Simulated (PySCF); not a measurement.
C₄H₁₀Si₂. Atoms are numbered in the order given.

```xyz
16

C     -1.6660     0.5672     1.8394
C     -1.2571     0.2207     0.6172
C     -1.8210     0.6260    -0.7526
C     -0.7576    -0.0017    -1.7184
Si     0.1417    -0.7538    -0.2007
Si     2.3109     0.0228     0.2597
H     -1.1540     0.2107     2.7390
H     -2.5322     1.2227     1.9974
H     -2.8238     0.1940    -0.9143
H     -1.9204     1.7193    -0.8658
H     -0.1753     0.7498    -2.2719
H     -1.1740    -0.7127    -2.4465
H      0.0857    -2.2440    -0.0709
H      2.6747    -0.2484     1.6835
H      2.3625     1.4980     0.0298
H      3.3298    -0.6287    -0.6191
```

The structure is a stationary point at B3LYP-D3(BJ)/def2-SVP. The geometry has at least one imaginary mode, so it is a saddle point at that level. The structure was generated by enumeration; whether it is a known compound was not checked.

Method: B3LYP/pcSseg-1 (PySCF).

GIAO shieldings, no solvent; atoms listed in one row are averaged. δ = σ(ref) − σ: ¹³C against TMS (σ = 181.3 ppm); ²⁹Si against TMS (σ = 338.7 ppm); ¹H against TMS (σ = 31.68 ppm), references at their B3LYP-D3(BJ)/def2-TZVP geometries, non-relativistic.

### Question
Estimate the chemical shifts. (An estimate is asked for; the answer gives what the named calculation found.)

### Answer

```
nucleus          atoms  count  δ (ppm)
-------  -------------  -----  -------
¹³C                 C2      1    164.2
¹³C                 C1      1    135.1
¹³C                 C3      1     43.6
¹³C                 C4      1      8.3
²⁹Si               Si5      1    -23.2
²⁹Si               Si6      1   -104.6
¹H                  H8      1     6.18
¹H                  H7      1     5.88
¹H                 H13      1     5.67
¹H       H14, H15, H16      3     3.74
¹H             H9, H10      2     3.59
¹H                 H12      1     1.63
¹H                 H11      1     1.51
```
